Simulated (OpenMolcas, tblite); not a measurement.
## C2H6FIn (SMILES C[CH](F)[InH2]): methods side by side

The species is C2H6FIn (10 atoms), meant as a singlet with charge 0. SMILES: `C[CH](F)[InH2]`. The coordinates come from a PBE0-D4/def2-TZVP relaxation.

Quantity: the dipole moment, in D. The values are calculated.

```
                           level             kind     program  value (D)   CPU time
                        GFN2-xTB   semi-empirical      tblite       2.21  under 2 s
    HF/def2-SVP (core potential)     Hartree–Fock  OpenMolcas       2.11       14 s
 SVWN5/def2-SVP (core potential)              LDA  OpenMolcas       1.64       43 s
   PBE/def2-SVP (core potential)              GGA  OpenMolcas       1.58       63 s
  TPSS/def2-SVP (core potential)         meta-GGA  OpenMolcas       1.63       73 s
 BHLYP/def2-SVP (core potential)    global hybrid  OpenMolcas       1.89       54 s
M06-2X/def2-SVP (core potential)  hybrid meta-GGA  OpenMolcas       1.82       65 s
```

The values span 1.58 to 2.21 D. Magnitudes only. Times are those of the runs behind each value, whatever else they computed, on shared processors of several kinds: orders of magnitude only.
